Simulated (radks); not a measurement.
Tc2+, configuration [Kr] 4d4 5s1 (not the ground configuration). Calculated with a radial shooting solver on a logarithmic mesh with Libxc functionals: Dirac Kohn-Sham, BLYP, spin-unpolarised, spherical densities, point nucleus; open shells are shared between the two j in proportion to 2j + 1.

Unscreened Slater integrals over Kohn-Sham orbitals (eV). Large and small components are both included.

| integral | value |
|---|---|
| F0(5s1/2,5s1/2) | 8.8793 |
| F0(5s1/2,4d5/2) | 10.565 |
| G2(5s1/2,4d5/2) | 2.1028 |
| F0(5s1/2,4d3/2) | 10.583 |
| G2(5s1/2,4d3/2) | 2.0594 |
| F0(5s1/2,4p3/2) | 11.047 |
| G1(5s1/2,4p3/2) | 0.84371 |
| F0(4d5/2,4d5/2) | 15.721 |
| F2(4d5/2,4d5/2) | 7.8637 |
| F4(4d5/2,4d5/2) | 5.1343 |
| F0(4d5/2,4d3/2) | 15.792 |
| F2(4d5/2,4d3/2) | 7.8988 |
| G2(4d5/2,4d3/2) | 7.8960 |
| G4(4d5/2,4d3/2) | 5.1559 |
| F0(4d5/2,4p3/2) | 17.795 |
| F2(4d5/2,4p3/2) | 8.6983 |
| G1(4d5/2,4p3/2) | 10.849 |
| G3(4d5/2,4p3/2) | 6.6168 |
| F0(4d3/2,4d3/2) | 15.865 |
| F2(4d3/2,4d3/2) | 7.9354 |
| F0(4d3/2,4p3/2) | 17.900 |
| F2(4d3/2,4p3/2) | 8.7776 |
| G1(4d3/2,4p3/2) | 10.977 |
| G3(4d3/2,4p3/2) | 6.6965 |
| F0(4p3/2,4p3/2) | 20.943 |
| F2(4p3/2,4p3/2) | 11.004 |
